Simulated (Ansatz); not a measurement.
Start from `C=CBB(C)S` and change one atom or group to get `C=CBB(C)F`.

Ansatz, PBE0-D4/def2-TZVP geometries, multiplicity 1. Each molecule was computed in one conformer, which needn't be the lowest.

| property | `C=CBB(C)S` |
| --- | --- |
| LUMO energy (ωB97M-V/def2-TZVPP) / eV | -0.01 |
| size of the dipole moment (ωB97M-V/def2-TZVPP) / D | 1.61 |
| HOMO–LUMO gap (PBE0/def2-TZVPP) / eV | 5.60 |
| size of the dipole moment (PBE/def2-TZVPP) / D | 1.54 |
| LUMO energy (PBE/def2-TZVPP) / eV | -2.95 |
| HOMO energy (ωB97M-V/def2-TZVPP) / eV | -9.82 |

**Question.** What does the change do to each property? (An estimate is asked.)

**Answer.** The calculation gave: 
```
                                          property  `C=CBB(C)F`  shift
             LUMO energy (ωB97M-V/def2-TZVPP) / eV        -0.09  -0.08
size of the dipole moment (ωB97M-V/def2-TZVPP) / D         1.79   0.18
              HOMO–LUMO gap (PBE0/def2-TZVPP) / eV         5.50  -0.10
    size of the dipole moment (PBE/def2-TZVPP) / D         1.79   0.25
                 LUMO energy (PBE/def2-TZVPP) / eV        -3.09  -0.14
             HOMO energy (ωB97M-V/def2-TZVPP) / eV        -9.91  -0.09
```

Dipoles are sizes alone; their direction can turn.
